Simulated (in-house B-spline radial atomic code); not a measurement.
Whole-atom quantities along the 5-electron series, configuration 1s2 2s2 2p1/2(1). Breit and QED terms are first order and not part of the total energy; the density at the nucleus is averaged over the nuclear charge. Computed with an all-electron radial atomic-structure program (B-spline basis): Dirac-Hartree-Fock, jj configuration that fills j = l - 1/2 first, finite nuclei.

```tsv
ion	Z	E/Z² (Eh)	Σ<r²> (bohr²)	n(0)/Z³ (bohr⁻³)	Lamb diamagnetic shielding (ppm)	repulsion over attraction	Breit energy (eV)	self-energy (eV)	vacuum polarisation (eV)
Cr19+	24	-1.2909	0.24159	0.82747	1148.09	0.034279	6.562	7.0365	-0.57041
Mn20+	25	-1.2955	0.22067	0.84142	1199.36	0.032939	7.4534	8.1044	-0.67201
Fe21+	26	-1.2999	0.20231	0.85615	1250.85	0.031698	8.4231	9.2806	-0.78671
Co22+	27	-1.304	0.18611	0.87126	1302.57	0.030546	9.4746	10.571	-0.91565
Ni23+	28	-1.308	0.17175	0.88765	1354.54	0.029473	10.611	11.983	-1.06
Cu24+	29	-1.3118	0.15895	0.90329	1406.75	0.028472	11.837	13.521	-1.221
Zn25+	30	-1.3155	0.14749	0.92026	1459.23	0.027536	13.156	15.192	-1.4
Ga26+	31	-1.3191	0.1372	0.93756	1511.98	0.026659	14.57	17.003	-1.5983
Ge27+	32	-1.3226	0.12792	0.95539	1565.02	0.025834	16.084	18.96	-1.8174
As28+	33	-1.326	0.11953	0.97475	1618.36	0.025058	17.703	21.071	-2.0588
Se29+	34	-1.3293	0.11191	0.99456	1672.01	0.024326	19.428	23.342	-2.324
Br30+	35	-1.3326	0.10497	1.0155	1725.98	0.023635	21.265	25.78	-2.6148
Kr31+	36	-1.3358	0.098627	1.0373	1780.3	0.022982	23.217	28.392	-2.9329
Rb32+	37	-1.3389	0.092825	1.0602	1834.96	0.022362	25.288	31.186	-3.2802
Sr33+	38	-1.3421	0.087498	1.084	1889.98	0.021774	27.482	34.169	-3.6585
Zr35+	40	-1.3482	0.078078	1.1345	2001.18	0.020684	32.256	40.736	-4.5165
Nb36+	41	-1.3513	0.073901	1.1605	2057.38	0.020178	34.844	44.334	-5.0005
Mo37+	42	-1.3543	0.070034	1.1866	2114	0.019695	37.572	48.155	-5.5241
Tc38+	43	-1.3573	0.066445	1.2163	2171.07	0.019234	40.444	52.206	-6.0902
Ru39+	44	-1.3603	0.06311	1.245	2228.58	0.018793	43.464	56.495	-6.7009
Rh40+	45	-1.3633	0.060004	1.2769	2286.57	0.018371	46.637	61.033	-7.3594
Pd41+	46	-1.3664	0.057108	1.3092	2345.04	0.017967	49.968	65.829	-8.0681
```

Question: With what power of Z does the column «Σ<r²> (bohr²)» change over this range?

Answer: A fit of the logarithm of its size against log Z from Z = 24 to 46 has slope -2.21. Unscreened non-relativistic hydrogenic orbitals would give -2.
